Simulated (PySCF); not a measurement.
Vertical excitations of a molecule C₄H₅F from TDA-PBE0/def2-SVPD (PySCF), as energy in eV (oscillator strength): 6.33 (1.028), 6.60 (0.000), 6.77 (0.010), 6.90 (0.001), 7.13 (0.019), 7.64 (0.006), 7.66 (0.003), 8.03 (0.000), 8.34 (0.001), 8.45 (0.002). Lowest triplet (TDA): 3.05 eV. The structure is a stationary point at r2SCAN-D4/def2-SVP. One conformer was computed; it need not be the lowest.

Task: Which molecule gave these data?
A. C=C=C(C)F
B. C=C/C=C/F
C. CC=C=CF
D. C#C[C@H](C)F

Result: B, C=C/C=C/F
